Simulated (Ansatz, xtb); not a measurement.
**Relative energy of two isomers of C6H5NO**

We compare a, `C#CC#C/C=C(/N)O`, a singlet, with b, `[H]/N=C(/O)CC#CC#C`, a singlet. Both are isolated molecules in the gas phase, relaxed with PBE-D3(BJ)/def2-SVP; the shapes shown needn't be the lowest conformers.

a (Å):

```yaml
atoms:
  - { symbol: C, position_ang: [-2.8308, 3.0310, 2.1274] }
  - { symbol: C, position_ang: [-2.0627, 2.2422, 1.5676] }
  - { symbol: C, position_ang: [-1.2118, 1.3740, 0.9544] }
  - { symbol: C, position_ang: [-0.4401, 0.5771, 0.3859] }
  - { symbol: C, position_ang: [0.4741, -0.3018, -0.2052] }
  - { symbol: C, position_ang: [1.7074, -0.5075, 0.4003] }
  - { symbol: N, position_ang: [2.6648, -1.3720, -0.0422] }
  - { symbol: O, position_ang: [2.0608, 0.1229, 1.5343] }
  - { symbol: H, position_ang: [-3.5058, 3.7194, 2.6142] }
  - { symbol: H, position_ang: [0.2264, -0.8358, -1.1354] }
  - { symbol: H, position_ang: [2.5831, -1.7400, -0.9874] }
  - { symbol: H, position_ang: [3.6070, -1.2594, 0.3305] }
  - { symbol: H, position_ang: [1.2952, 0.6910, 1.7844] }
```

b (Å):

```yaml
atoms:
  - { symbol: C, position_ang: [-3.4873, 2.4964, 0.3879] }
  - { symbol: C, position_ang: [-2.5720, 1.6736, 0.3835] }
  - { symbol: C, position_ang: [-1.5547, 0.7591, 0.3807] }
  - { symbol: C, position_ang: [-0.6378, -0.0647, 0.3721] }
  - { symbol: C, position_ang: [0.4410, -1.0353, 0.3824] }
  - { symbol: C, position_ang: [0.8510, -1.4990, 1.7797] }
  - { symbol: N, position_ang: [0.3850, -1.1569, 2.9153] }
  - { symbol: O, position_ang: [1.8580, -2.3993, 1.6819] }
  - { symbol: H, position_ang: [-4.2912, 3.2189, 0.3915] }
  - { symbol: H, position_ang: [1.3463, -0.6246, -0.1192] }
  - { symbol: H, position_ang: [0.1659, -1.9377, -0.2093] }
  - { symbol: H, position_ang: [-0.3724, -0.4658, 2.8074] }
  - { symbol: H, position_ang: [2.0643, -2.6484, 2.6089] }
```

Quicker runs give these differences E(b) − E(a): GFN2-xTB −3.0 kcal/mol; HF/STO-3G −5.5 kcal/mol (at GFN2-xTB geometries); r2SCAN-D4/def2-SVP +4.1 kcal/mol (at GFN2-xTB geometries).

Task: Estimate E(b) − E(a) at the level CCSD(T)/def2-SVP + ΔMP2/def2-TZVPP.

Result: Calculated at CCSD(T)/def2-SVP + ΔMP2/def2-TZVPP: E(b) − E(a) = −4.2 kcal/mol, so structure b lies lower.

Level by level:

```json
{"level": "GFN2-xTB", "geometry": "GFN2-xTB", "E(b) − E(a) (kcal/mol)": "−3.0", "departure from the last row (kcal/mol)": "+1.2", "job, with rough time for the two": "optimisation, 0.24 s"}
{"level": "HF/STO-3G", "geometry": "GFN2-xTB", "E(b) − E(a) (kcal/mol)": "−5.5", "departure from the last row (kcal/mol)": "−1.3", "job, with rough time for the two": "single point, 0.52 s"}
{"level": "r2SCAN-D4/def2-SVP", "geometry": "GFN2-xTB", "E(b) − E(a) (kcal/mol)": "+4.1", "departure from the last row (kcal/mol)": "+8.3", "job, with rough time for the two": "single point, 5.6 s"}
{"level": "PBE-D3(BJ)/def2-SVP", "geometry": "PBE-D3(BJ)/def2-SVP", "E(b) − E(a) (kcal/mol)": "+4.3", "departure from the last row (kcal/mol)": "+8.5", "job, with rough time for the two": "optimisation, 50 s"}
{"level": "HF/def2-SVP", "geometry": "PBE-D3(BJ)/def2-SVP", "E(b) − E(a) (kcal/mol)": "−2.5", "departure from the last row (kcal/mol)": "+1.7", "job, with rough time for the two": "part of the CCSD(T) run"}
{"level": "MP2/def2-SVP", "geometry": "PBE-D3(BJ)/def2-SVP", "E(b) − E(a) (kcal/mol)": "−3.1", "departure from the last row (kcal/mol)": "+1.1", "job, with rough time for the two": "part of the CCSD(T) run"}
{"level": "CCSD(T)/def2-SVP", "geometry": "PBE-D3(BJ)/def2-SVP", "E(b) − E(a) (kcal/mol)": "−4.7", "departure from the last row (kcal/mol)": "−0.5", "job, with rough time for the two": "single point"}
{"level": "CCSD(T)/def2-SVP + ΔMP2/def2-TZVPP", "geometry": "PBE-D3(BJ)/def2-SVP", "E(b) − E(a) (kcal/mol)": "−4.2", "departure from the last row (kcal/mol)": "", "job, with rough time for the two": "single point, 2.9 min"}
```

As drawn, b has 1 C=N, 1 C–C, 1 C–H in place of 1 C=C, 1 C–N, 1 N–H.

r2SCAN-D4/def2-SVP, PBE-D3(BJ)/def2-SVP put the two in the other order. The largest departure from CCSD(T)/def2-SVP + ΔMP2/def2-TZVPP is that of PBE-D3(BJ)/def2-SVP, 8.5 kcal/mol. The last row adds to CCSD(T) the change of the MP2 difference between the two basis sets, here +0.5 kcal/mol.

With thermal terms from frequencies at re-optimised GFN2-xTB minima (ideal gas, soft modes damped towards free rotors, one conformer each, 298.15 K, 1 atm): the zero-point term adds +0.6 kcal/mol; ΔH is −3.8 and ΔG −3.7 kcal/mol.

The correlated steps freeze 8 core orbitals. Codes used: Ansatz 0.2.0, xtb 6.7.1; the last row on 2 threads of Arm Neoverse V1 on a shared host.
